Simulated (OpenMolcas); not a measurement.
Ir7+.

```yaml
Program: OpenMolcas
Basis: ANO-RCC-VQZP [9s8p6d4f2g1h]
Scalar_Hamiltonian: DKH2, point nucleus
Active_space: 2 electrons in 5 orbitals (5d)
State_averaging: 2S+1 = 3 even, 10 roots; 2S+1 = 1 even, 15 roots
Spin-orbit_coupling: state interaction with AMFI integrals over the reference wave functions, term energies averaged over their components
```

Two sets of levels on these reference wave functions, in eV above 5d2 3F2: one from CASSCF and one from SS-CASPT2, IPEA 0.25 Eh, imaginary shift 0.1 Eh (closed shells correlated: 5s 5p).

```tsv
Level	Set 1	Set 2
5d2 3F2	0.0000	0.0000
5d2 3F3	1.490	1.536
5d2 3P0	2.453	2.218
5d2 3F4	2.652	2.645
5d2 3P1	3.368	3.187
5d2 1G4	4.716	4.501
5d2 3P2 [55 %]	5.027	4.793
5d2 1S0	8.840	8.134
```

**Question.** Which set is which?

**Answer.** Set 2 is SS-CASPT2. Its levels of the other terms of 5d2 lie at 0.90 to 0.95 of the other set's values, as expected, since terms of lower spin or lower L gain more correlation energy than the Hund ground term. Against 7 measured levels (van het Hof, Joshi, Wyart and Sugar, J. Res. Natl. Inst. Stand. Technol. 100, 687 (1995)) the mean absolute deviation is 360 cm-1 with it and 2200 cm-1 without; single levels miss by up to 640 cm-1 with it.

CASPT2 breaks the degeneracy within a term, and the mean is taken; among the terms shown or strongly mixed into the levels shown the widest spread is 490 cm-1 (5d2 3F, SS-CASPT2). Without dynamic correlation excited terms often stand tens of per cent too high (terms of higher spin than the ground term too low), and those without a measured partner can miss by more than the paired ones (holds for CASSCF). Measured partners are found by configuration, term and J. A level has none where our copy of the source lacks it or the pairing is in doubt (some pairs that miss far off the trend of their configuration count as doubtful), and it then counts in no deviation. Only configurations of the active space appear. Levels that lie high or do not pair safely by name in every column are left out.

A share in square brackets marks a mixed level and gives the weight of the term that names it, the lowest over the columns.
